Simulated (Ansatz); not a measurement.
**Molecular dynamics, step by step**

SnH$_{3}$F, closed shell, PBE0-D4/def2-SVP (Ansatz 0.2.0). Settings (timestep in fs, temperature in K; T counts 9 degrees of freedom):

```yaml
hamiltonian: {xc: pbe0, dispersion: d4}
md: {n_steps: 30, timestep: 0.5, temperature: 1500, ensemble: nve, seed: 541, initial_velocities: maxwell_boltzmann}
```

Start, the saddle point found with PBE0-D4 in triple zeta (not stationary at another level):

```csv
atom,x (Å),y (Å),z (Å)
Sn1,0.1074,0.5393,-0.0407
F2,-0.1089,-1.5670,-0.5005
H3,0.3359,-0.6276,-1.3562
H4,-1.4337,1.0485,0.5329
H5,1.0993,0.6068,1.3646
```

```json
{"step": "0", "time (fs)": "0.00", "potential energy less the start (meV)": "0.0", "kinetic energy (meV)": "581.7", "T (K)": "1500"}
{"step": "2", "time (fs)": "1.00", "potential energy less the start (meV)": "14.3", "kinetic energy (meV)": "567.3", "T (K)": "1463"}
{"step": "4", "time (fs)": "2.00", "potential energy less the start (meV)": "46.4", "kinetic energy (meV)": "535.3", "T (K)": "1380"}
{"step": "6", "time (fs)": "3.00", "potential energy less the start (meV)": "92.8", "kinetic energy (meV)": "489.0", "T (K)": "1261"}
{"step": "8", "time (fs)": "4.00", "potential energy less the start (meV)": "146.7", "kinetic energy (meV)": "435.2", "T (K)": "1122"}
{"step": "10", "time (fs)": "5.00", "potential energy less the start (meV)": "200.7", "kinetic energy (meV)": "381.3", "T (K)": "983"}
{"step": "12", "time (fs)": "6.00", "potential energy less the start (meV)": "248.3", "kinetic energy (meV)": "333.7", "T (K)": "861"}
{"step": "14", "time (fs)": "7.00", "potential energy less the start (meV)": "284.9", "kinetic energy (meV)": "297.2", "T (K)": "766"}
{"step": "16", "time (fs)": "8.00", "potential energy less the start (meV)": "307.7", "kinetic energy (meV)": "274.5", "T (K)": "708"}
{"step": "18", "time (fs)": "9.00", "potential energy less the start (meV)": "315.3", "kinetic energy (meV)": "266.8", "T (K)": "688"}
{"step": "20", "time (fs)": "10.00", "potential energy less the start (meV)": "306.8", "kinetic energy (meV)": "275.4", "T (K)": "710"}
{"step": "22", "time (fs)": "11.00", "potential energy less the start (meV)": "280.2", "kinetic energy (meV)": "302.1", "T (K)": "779"}
{"step": "24", "time (fs)": "12.00", "potential energy less the start (meV)": "230.7", "kinetic energy (meV)": "351.6", "T (K)": "907"}
{"step": "26", "time (fs)": "13.00", "potential energy less the start (meV)": "150.6", "kinetic energy (meV)": "431.9", "T (K)": "1114"}
{"step": "28", "time (fs)": "14.00", "potential energy less the start (meV)": "29.5", "kinetic energy (meV)": "553.1", "T (K)": "1426"}
{"step": "30", "time (fs)": "15.00", "potential energy less the start (meV)": "-141.5", "kinetic energy (meV)": "724.1", "T (K)": "1867"}
```

Step 8, positions (Å) and forces (eV/Å):

```
atom       x       y       z      Fx      Fy      Fz
 Sn1   0.109   0.532  -0.041   0.387   0.414   0.150
  F2  -0.110  -1.541  -0.501  -0.044  -0.197   0.030
  H3   0.248  -0.592  -1.470   0.080   0.302   0.602
  H4  -1.401   1.087   0.560  -0.343  -0.070  -0.089
  H5   1.018   0.922   1.459  -0.080  -0.450  -0.693
```

Step 10, positions (Å) and forces (eV/Å):

```json
{"atom": "Sn1", "x": "0.109", "y": "0.530", "z": "-0.041", "Fx": "0.328", "Fy": "0.561", "Fz": "0.234"}
{"atom": "F2", "x": "-0.110", "y": "-1.534", "z": "-0.502", "Fx": "-0.069", "Fy": "-0.276", "Fz": "0.105"}
{"atom": "H3", "x": "0.226", "y": "-0.578", "z": "-1.487", "Fx": "0.131", "Fy": "0.389", "Fz": "0.611"}
{"atom": "H4", "x": "-1.401", "y": "1.096", "z": "0.566", "Fx": "-0.317", "Fy": "-0.115", "Fz": "-0.140"}
{"atom": "H5", "x": "0.996", "y": "0.993", "z": "1.470", "Fx": "-0.073", "Fy": "-0.559", "Fz": "-0.811"}
```

Step 22, positions (Å) and forces (eV/Å):

| atom | x | y | z | Fx | Fy | Fz |
| --- | --- | --- | --- | --- | --- | --- |
| Sn1 | 0.112 | 0.520 | -0.040 | -0.835 | 0.980 | 0.397 |
| F2 | -0.113 | -1.500 | -0.500 | -0.135 | -0.738 | 0.982 |
| H3 | 0.145 | -0.397 | -1.499 | 0.491 | 0.845 | -0.494 |
| H4 | -1.440 | 1.108 | 0.553 | 0.051 | -0.351 | -0.385 |
| H5 | 0.870 | 1.282 | 1.369 | 0.428 | -0.737 | -0.501 |

Last step (30):

Sn1  (0.112, 0.515, -0.039)
F2  (-0.116, -1.484, -0.490)
H3  (0.176, -0.121, -1.570)
H4  (-1.467, 1.057, 0.479)
H5  (0.858, 1.342, 1.200)
(Å)

Hardware: 2 CPU threads of an Arm Neoverse V1, shared host. Wall time about 30 s.
